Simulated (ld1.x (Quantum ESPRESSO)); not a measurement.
**Varying the RRKJ potential for vanadium (V)**

Base potential:

* Element: vanadium
* Generator: ld1.x (Quantum ESPRESSO) 7.5
* Type: norm-conserving RRKJ (Kleinman–Bylander form)
* Functional: PBE
* Relativity: scalar-relativistic
* Frozen core: [Ne]
* Valence charge: 13
* Reference configuration: 3s2 3p6 3d3 4s2 4p0
* Partial waves: 3p (bound): rc 1.65 bohr; 3d (bound): rc 2.20 bohr; 3s (bound): rc 0.90 bohr
* Local potential: the s channel
* Core correction: Bessel-smoothed model core inside 0.95 bohr

Occupied shells without a wave of their own: 4s. They enter only through the test configuration that unscreens the potential, and ld1.x also counts them in the model core charge.

Cutoffs, loose and tight: the cutoffs (Ry, on a coarse ladder) from which the occupation-weighted sum of valence levels, in a spherical-Bessel basis at the reference potential, stays within 10 and 1 mRy of its value at 400 Ry. They do not see the model core or the augmentation charge, which bear on the density cutoff. Test errors are all-electron minus pseudo excitation energies from the reference, over the configurations 3s2 3p6 3d3 4s1 4p0; 3s2 3p6 3d3 4s0 4p0; 3s2 3p6 3d2 4s0 4p0; 3s1 3p6 3d3 4s2 4p0; 3s2 3p6 3d2 4s2 4p0; 3s2 3p6 3d3 4s1 4p1; 3s2 3p6 3d3.5 4s1.5 4p0. A dash means not determined; rows that change the core or the reference have their own tests.

With those shells counted twice in exchange and correlation these files are broken, and their errors move erratically; no question is asked of them.

```csv
change,outcome,"cutoff, loose","cutoff, tight",bound ghosts,largest test error (meV)
base,generated,140 Ry,260 Ry,none,-955
wave 3d (bound): rc 2.20 bohr becomes 3d (bound): rc 1.58 bohr,generated,140 Ry,260 Ry,none,-1082
wave 3d (bound): rc 2.20 bohr becomes 3d (bound): rc 1.80 bohr,generated,140 Ry,260 Ry,none,-1057
wave 3d (bound): rc 2.20 bohr becomes 3d (bound): rc 2.24 bohr,generated,140 Ry,260 Ry,none,-934
wave 3d (bound): rc 2.20 bohr becomes 3d (bound): rc 2.62 bohr,generated,140 Ry,260 Ry,none,-793
wave 3d (bound): rc 2.20 bohr becomes 3d (bound): rc 2.84 bohr,generated,140 Ry,260 Ry,none,-838
wave 3d (bound): rc 2.20 bohr becomes 3d (bound): rc 3.22 bohr,generated,140 Ry,260 Ry,none,-1002
```

Reading the sweep of the d radius (base included, trends over the rows without a ghost): The loose cutoff stays near 140 Ry. The median size of the test errors (rows with all tests solved) is not monotonic: lowest 153.3 meV at 1.58 bohr, highest 473.6 meV at 2.84 bohr.
